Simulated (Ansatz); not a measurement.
Ansatz (an electronic-structure program) input:

Ansatz 0.2 input:
```yaml
crystal:
  periodic: [false, false, false]
  atoms:
    - {symbol: N, position_ang: [-1.64458964, -0.90253384, 0.02932636]}
    - {symbol: B, position_ang: [-0.47632032, -0.26594621, 0.00803123]}
    - {symbol: Cl, position_ang: [1.15216605, -1.12651726, -0.19947092]}
    - {symbol: Cl, position_ang: [-0.19150307, 1.59285949, 0.17614905]}
    - {symbol: H, position_ang: [-2.43754158, -0.28034997, 0.15103106]}
basis:
  gaussian:
    orbitals: def2-TZVPD
hamiltonian:
  xc: {name: wB97X-V}
total_charge: -1
output: {forces: true}
```

Q: Predict the final energy.

A: -1000.66129 Eh (wB97X-V/def2-TZVPD). The basis has 175 functions.

It need not be the lowest isomer of its formula. Whether it binds its extra electron was not tested at this geometry.
